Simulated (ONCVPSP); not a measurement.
What one change does to a pseudopotential (palladium, ONCV)

palladium (Pd), optimised norm-conserving Vanderbilt (ONCV), made with ONCVPSP 4.0.1 (PW91, fully relativistic). Core [Ar] 3d10, reference 4s2 4p6 4d7 (charge +3). Waves: 4s: rc 1.60 bohr, ncon 3, nbas 7, qcut 7.8 1/bohr, 2 projectors, debl 3.1 Ha; 4p: rc 1.50 bohr, ncon 4, nbas 8, qcut 10.5 1/bohr, 2 projectors, debl 2.5 Ha; 4d: rc 1.95 bohr, ncon 5, nbas 10, qcut 8.5 1/bohr, 1 projector. Local part: polynomial inside 1.15 bohr (lpopt 5, dvloc0 6 Ha). Core correction: none.

Open shells are filled in proportion to 2j + 1.

In the s channel the program set the typed energies aside and used -4.634, 0.050 Ha. In the p channel the program set the typed energies aside and used -3.309, 0.250 Ha (j = l + 1/2; the other j can differ).

All-electron outer shells of the reference configuration (PW91, scalar-relativistic, ld1.x):

| shell | level (eV) | outermost node (bohr) | outermost maximum (bohr) |
| --- | --- | --- | --- |
| 4s | -126.16 | 0.45 | 0.85 |
| 4p | -91.53 | 0.46 | 0.90 |
| 4d | -41.72 | 0.45 | 1.06 |

Change: functional LDA (Perdew-Wang 92). In the s channel the program set the typed energies aside and used -4.632, 0.050 Ha. In the p channel the program set the typed energies aside and used -3.309, 0.250 Ha (j = l + 1/2; the other j can differ).

Cutoffs: the cutoffs (Ha) at which the residual kinetic energy of the hardest occupied pseudo-wave falls to 1 and 0.1 mHa per electron; they do not see the model core or the augmentation charge, which bear on the density cutoff. Errors are all-electron minus pseudo energies relative to the spin-unpolarised reference configuration.

What does the change do?

The potential gets neither clearly harder nor softer (30 Ha and 38 Ha → 30 Ha and 38 Ha); of the 3 tests that both files solve, the error grows in 3 and shrinks in 0 by more than 15 % and 0.3 meV (median size 5.9 → 8.0 meV); neither file shows a bound ghost.

| quantity | base | changed |
| --- | --- | --- |
| cutoff, loose | 30 Ha | 30 Ha |
| cutoff, tight | 38 Ha | 38 Ha |
| loose cutoff by channel | s 20 Ha, p 30 Ha, d 26 Ha | s 20 Ha, p 30 Ha, d 26 Ha |
| bound ghosts | none | none |
| GHOST(+) flags under 300 eV | none | none |
| tests with a reliable result | 3 of 4 | 3 of 4 |
| error for 4s2 4p6 4d9, meV [ΔE -55.33 → -55.68 eV] | +8.1 | +11 |
| error for 4s2 4p6 4d8, meV [ΔE -34.44 → -34.60 eV] | +4.8 | +5.8 |
| error for 4s2 4p6 4d9 5p1, meV [ΔE -59.24 → -59.75 eV] | +5.9 | +8.0 |
| s: phases at 1.63 bohr within 0.05 rad from the reference energy up to (Ha; the scan ends near 5) | to the end of the scan | to the end of the scan |
| p3/2: phases at 1.52 bohr within 0.05 rad from the reference energy up to (Ha; the scan ends near 5) | to the end of the scan | to the end of the scan |
| p1/2: phases at 1.52 bohr within 0.05 rad from the reference energy up to (Ha; the scan ends near 5) | to the end of the scan | to the end of the scan |
| d5/2: phases at 1.98 bohr within 0.05 rad from the reference energy up to (Ha; the scan ends near 5) | 0.5 | 0.5 |
| d3/2: phases at 1.98 bohr within 0.05 rad from the reference energy up to (Ha; the scan ends near 5) | 0.4 | 0.4 |
